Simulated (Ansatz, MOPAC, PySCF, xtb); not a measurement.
Energy landscape of H3Si (cation, charge +1), singlet: umbrella (inversion) coordinate, bond length relaxed. Scanned: angle between the Si-H bonds and the threefold axis (90 = planar). Other coordinates (Si-H bond length) were minimised at B3LYP/def2-TZVP.

- GFN1-xTB (xtb)
- AM1, restricted, heats of formation (MOPAC)
- RHF/def2-SVP (PySCF)
- FCI/cc-pVDZ = full CI/cc-pVDZ, frozen core (Ansatz, a program for electronic structure)

Energies relative to the lowest point of each profile, in kJ/mol:

```json
[
 {"a / °": "90", "GFN1-xTB": "0.0", "AM1": "0.0", "RHF": "0.0"},
 {"a / °": "93.23", "GFN1-xTB": "0.8", "AM1": "1.5", "RHF": "2.7"},
 {"a / °": "95.43", "GFN1-xTB": "2.4", "AM1": "4.3", "RHF": "7.7"},
 {"a / °": "99.66", "GFN1-xTB": "7.9", "AM1": "13.6", "RHF": "24.3"},
 {"a / °": "102.48", "GFN1-xTB": "13.6", "AM1": "22.8", "RHF": "40.7"},
 {"a / °": "104.93", "GFN1-xTB": "20.0", "AM1": "32.5", "RHF": "58.4"},
 {"a / °": "108.65", "GFN1-xTB": "32.6", "AM1": "50.7", "RHF": "91.6"},
 {"a / °": "111.74", "GFN1-xTB": "46.4", "AM1": "68.7", "RHF": "125.2"},
 {"a / °": "114.26", "GFN1-xTB": "60.0", "AM1": "85.3", "RHF": "156.7"},
 {"a / °": "122.99", "GFN1-xTB": "129.5", "AM1": "156.1", "RHF": "296.4"},
 {"a / °": "125.51", "GFN1-xTB": "157.5", "AM1": "180.2", "RHF": "346.3"},
 {"a / °": "132", "GFN1-xTB": "252.4", "AM1": "249.1", "RHF": "496.6"}
]
```

### Question
Estimate the FCI/cc-pVDZ values at these points.

### Answer
90: 0.0; 93.23: 2.4; 95.43: 6.8; 99.66: 21.5; 102.48: 35.9; 104.93: 51.5; 108.65: 80.4; 111.74: 109.6; 114.26: 136.8; 122.99: 256.2; 125.51: 298.4; 132: 424.1 (kJ/mol).
